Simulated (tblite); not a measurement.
Species: C6H4O.
Bonds: C1–C2 (triple), C2–C3, C3–C4 (aromatic), C4–C5 (aromatic), C5–C6 (aromatic), C6–O7 (aromatic), C3–O7 (aromatic). Hydrogens: H8 on C1; H9 on C4; H10 on C5; H11 on C6.

Computed with GFN2-xTB (tblite), gas phase: Langevin dynamics at 300 K from the optimised GFN2-xTB geometry, time step 0.5 fs, friction 0.01 fs⁻¹, 2000 steps. The instantaneous temperature is 2·E(kin)/(3Nk) with all 3N coordinates.

| t (fs) | T (K) | E(pot) above start (eV) | C1≡C2 (Å) | C2–C3 (Å) | C3–C4 (Å) | C4–C5 (Å) | C5–C6 (Å) | C1–H8 (Å) |
| --- | --- | --- | --- | --- | --- | --- | --- | --- |
| 0 | 263 | 0.000 | 1.201 | 1.405 | 1.373 | 1.412 | 1.362 | 1.049 |
| 25 | 188 | 0.175 | 1.199 | 1.405 | 1.366 | 1.440 | 1.378 | 1.025 |
| 50 | 139 | 0.364 | 1.202 | 1.376 | 1.364 | 1.463 | 1.361 | 1.081 |
| 75 | 180 | 0.215 | 1.195 | 1.369 | 1.355 | 1.477 | 1.366 | 1.025 |
| 100 | 176 | 0.247 | 1.206 | 1.412 | 1.376 | 1.473 | 1.367 | 1.089 |
| 125 | 129 | 0.293 | 1.198 | 1.450 | 1.375 | 1.405 | 1.378 | 1.023 |
| 150 | 207 | 0.320 | 1.213 | 1.411 | 1.370 | 1.414 | 1.377 | 1.085 |
| 175 | 307 | 0.284 | 1.216 | 1.402 | 1.394 | 1.392 | 1.335 | 1.036 |
| 200 | 272 | 0.377 | 1.198 | 1.435 | 1.413 | 1.410 | 1.336 | 1.056 |
| 225 | 227 | 0.457 | 1.201 | 1.453 | 1.383 | 1.421 | 1.344 | 1.048 |
| 250 | 274 | 0.414 | 1.212 | 1.373 | 1.325 | 1.409 | 1.378 | 1.070 |
| 275 | 260 | 0.468 | 1.217 | 1.506 | 1.364 | 1.424 | 1.380 | 1.024 |
| 300 | 403 | 0.351 | 1.206 | 1.384 | 1.366 | 1.448 | 1.378 | 1.081 |
| 325 | 347 | 0.483 | 1.205 | 1.418 | 1.374 | 1.488 | 1.336 | 1.011 |
| 350 | 484 | 0.353 | 1.205 | 1.389 | 1.385 | 1.448 | 1.350 | 1.110 |
| 375 | 445 | 0.434 | 1.210 | 1.376 | 1.373 | 1.416 | 1.356 | 1.008 |
| 400 | 480 | 0.372 | 1.176 | 1.447 | 1.354 | 1.450 | 1.359 | 1.083 |
| 425 | 435 | 0.260 | 1.220 | 1.348 | 1.348 | 1.410 | 1.369 | 1.035 |
| 450 | 358 | 0.365 | 1.207 | 1.401 | 1.373 | 1.398 | 1.363 | 1.077 |
| 475 | 407 | 0.257 | 1.176 | 1.425 | 1.373 | 1.410 | 1.343 | 1.039 |
| 500 | 298 | 0.284 | 1.220 | 1.397 | 1.383 | 1.429 | 1.355 | 1.072 |
| 525 | 299 | 0.286 | 1.204 | 1.420 | 1.373 | 1.427 | 1.356 | 1.067 |
| 550 | 294 | 0.205 | 1.200 | 1.420 | 1.370 | 1.420 | 1.395 | 1.037 |
| 575 | 227 | 0.262 | 1.207 | 1.388 | 1.381 | 1.426 | 1.390 | 1.068 |
| 600 | 159 | 0.309 | 1.188 | 1.390 | 1.416 | 1.402 | 1.366 | 1.033 |
| 625 | 293 | 0.288 | 1.190 | 1.389 | 1.423 | 1.388 | 1.382 | 1.073 |
| 650 | 191 | 0.246 | 1.224 | 1.407 | 1.398 | 1.403 | 1.370 | 1.043 |
| 675 | 282 | 0.240 | 1.196 | 1.427 | 1.373 | 1.422 | 1.382 | 1.050 |
| 700 | 149 | 0.252 | 1.206 | 1.448 | 1.329 | 1.412 | 1.375 | 1.042 |
| 725 | 147 | 0.256 | 1.222 | 1.443 | 1.338 | 1.391 | 1.372 | 1.077 |
| 750 | 172 | 0.252 | 1.208 | 1.391 | 1.370 | 1.394 | 1.331 | 1.042 |
| 775 | 242 | 0.295 | 1.207 | 1.454 | 1.406 | 1.382 | 1.331 | 1.060 |
| 800 | 224 | 0.252 | 1.178 | 1.407 | 1.398 | 1.406 | 1.365 | 1.045 |
| 825 | 272 | 0.264 | 1.211 | 1.393 | 1.356 | 1.438 | 1.398 | 1.063 |
| 850 | 301 | 0.229 | 1.223 | 1.380 | 1.348 | 1.418 | 1.411 | 1.051 |
| 875 | 316 | 0.258 | 1.178 | 1.391 | 1.368 | 1.378 | 1.393 | 1.043 |
| 900 | 223 | 0.219 | 1.189 | 1.398 | 1.396 | 1.381 | 1.370 | 1.048 |
| 925 | 230 | 0.195 | 1.228 | 1.357 | 1.393 | 1.380 | 1.371 | 1.057 |
| 950 | 240 | 0.169 | 1.189 | 1.426 | 1.370 | 1.431 | 1.372 | 1.050 |
| 975 | 267 | 0.162 | 1.188 | 1.406 | 1.379 | 1.423 | 1.384 | 1.027 |
| 1000 | 187 | 0.287 | 1.221 | 1.418 | 1.362 | 1.427 | 1.366 | 1.085 |

Q: From 500 fs on, how do temperature and potential energy compare with equipartition?

A: The mean temperature of these 21 frames is 239 K against the target 300 K, and the mean potential energy 0.25 eV against 27 × kT/2 = 0.35 eV for 27 classical harmonic modes. For 11 atoms in a canonical ensemble the temperature itself scatters by T·√(2/(3N)) = 74 K; here its standard deviation is 53 K. These frames run colder than the target by 20 %; at their own mean temperature equipartition would give 0.28 eV. The whole run lasts only 10 friction times of 100 fs, so these averages carry a wide statistical error.

Q: What are the kinetic and total energies of the listed frame with the highest potential energy?

A: The one at 325 fs, 0.483 eV above the start. Its kinetic energy is 3NkT/2 = 0.493 eV at 347 K, so the sum is 0.98 eV; over the listed frames the sum runs from 0.37 to 1.07 eV, since the thermostat adds and removes energy.

Q: How much do the listed bonds fluctuate from 500 fs on?

A: 
```tsv
bond	at the start (Å)	mean (Å)	standard deviation (Å)
C1≡C2	1.201	1.204	0.015
C2–C3	1.405	1.407	0.023
C3–C4	1.373	1.378	0.024
C4–C5	1.412	1.408	0.019
C5–C6	1.362	1.373	0.019
C1–H8	1.049	1.054	0.015
```

The motion is classical and holds no zero-point motion.

What follows is the cost of the whole dynamics run. Hardware: one thread of an Arm Neoverse V1, no GPU, on a shared host. Cost: 8.4 s wall, 0.19 GiB resident at most.
